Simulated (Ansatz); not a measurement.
Gas-phase electronic energies from Ansatz, PBE0-D4/def2-TZVP geometries. CBS: MP2 limit from def2 TZ/QZ plus the TZ coupled-cluster correction, frozen cores. Functionals use def2-TZVPP. Each species was taken in one conformer, which may not be the lowest.

`CNB(C)[SiH3]` + `[NH2][Al]([OH])[F]` → `[NH2][Al]([F])[O][SiH3]` + `CBNC`  (cleavage of the Si–B bond)

```json
{"level": "revPBE-D4", "ΔE (eV)": "-1.08"}
{"level": "ωB97M-V", "ΔE (eV)": "-1.39"}
{"level": "PBE0", "ΔE (eV)": "-1.25"}
{"level": "SCS-MP2/def2-QZVPP", "ΔE (eV)": "-1.49"}
```

**Question.** What does CCSD(T)/CBS give? (Best estimate.)

**Answer.** Computed: -1.36 eV. The listed levels differ from it by 0.28, -0.03, 0.11, -0.13 eV.

Largest T1 diagnostic among the species: 0.013.

Leaving LDA and LC-ωPBE aside and taking each functional with its dispersion term where it has one, the values, not all of them listed here, spread over 0.45 eV, from BHLYP-D4 to revPBE-D4. LDA lies +0.04 eV from PBE without D4. From BLYP to BHLYP (50 % exact exchange), in def2-TZVPP and without D4, ΔE moves by −0.20 eV. In def2-TZVPP, CCSD(T) changes the Hartree–Fock value by +0.40 eV (the triples alone add +0.06 eV) and MP2 by +0.34 eV.
